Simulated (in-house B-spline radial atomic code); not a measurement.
Whole-atom quantities along the 49-electron series, configuration [Kr] 4d10 4f3. Computed with a B-spline radial code for spherical atoms: non-relativistic Hartree-Fock, average of the configuration, point nuclei.

This level leaves out relativity, spin-orbit splitting included, which matters for heavy ions.

| ion | Z | E/Z² (Eh) | Σ<r²> (bohr²) | n(0)/Z³ (bohr⁻³) | Lamb diamagnetic shielding (ppm) | repulsion over attraction |
| --- | --- | --- | --- | --- | --- | --- |
| Gd15+ | 64 | -2.6248 | 9.9128 | 0.71139 | 6916.44 | 0.13775 |
| Tb16+ | 65 | ? | ? | ? | ? | ? |
| Dy17+ | 66 | -2.6504 | 8.8234 | 0.71233 | 7177.27 | 0.13476 |
| Ho18+ | 67 | -2.6628 | 8.3515 | 0.71278 | 7307.61 | 0.13329 |
| Er19+ | 68 | ? | ? | ? | ? | ? |
| Tm20+ | 69 | -2.6867 | 7.5236 | 0.71366 | 7568.17 | 0.13042 |
| Yb21+ | 70 | -2.6982 | 7.1584 | 0.71408 | 7698.39 | 0.12901 |
| Lu22+ | 71 | -2.7095 | 6.821 | 0.71449 | 7828.59 | 0.12762 |
| Hf23+ | 72 | -2.7206 | 6.5084 | 0.7149 | 7958.76 | 0.12626 |
| Ta24+ | 73 | -2.7314 | 6.218 | 0.71529 | 8088.9 | 0.12491 |
| W25+ | 74 | ? | ? | ? | ? | ? |
| Re26+ | 75 | -2.7523 | 5.6955 | 0.71606 | 8349.12 | 0.1223 |
| Os27+ | 76 | -2.7624 | 5.4597 | 0.71643 | 8479.21 | 0.12102 |
| Ir28+ | 77 | -2.7723 | 5.2389 | 0.71679 | 8609.27 | 0.11976 |

Problem. Fill in the row of Tb16+.

Solution. E/Z² (Eh): -2.6378; Σ<r²> (bohr²): 9.3413; n(0)/Z³ (bohr⁻³): 0.71187; Lamb diamagnetic shielding (ppm): 7046.88; repulsion over attraction: 0.13625.

Problem. Fill in the row of Er19+.

Solution. E/Z² (Eh): -2.6749; Σ<r²> (bohr²): 7.9199; n(0)/Z³ (bohr⁻³): 0.71323; Lamb diamagnetic shielding (ppm): 7437.91; repulsion over attraction: 0.13184.

Problem. Fill in the row of W25+.

Solution. E/Z² (Eh): -2.7419; Σ<r²> (bohr²): 5.9477; n(0)/Z³ (bohr⁻³): 0.71568; Lamb diamagnetic shielding (ppm): 8219.02; repulsion over attraction: 0.12359.

Problem. With what power of Z does the column «Σ<r²> (bohr²)» change over this range?

Solution. A fit of the logarithm of its size against log Z from Z = 64 to 77 has slope -3.44. Unscreened non-relativistic hydrogenic orbitals would give -2.
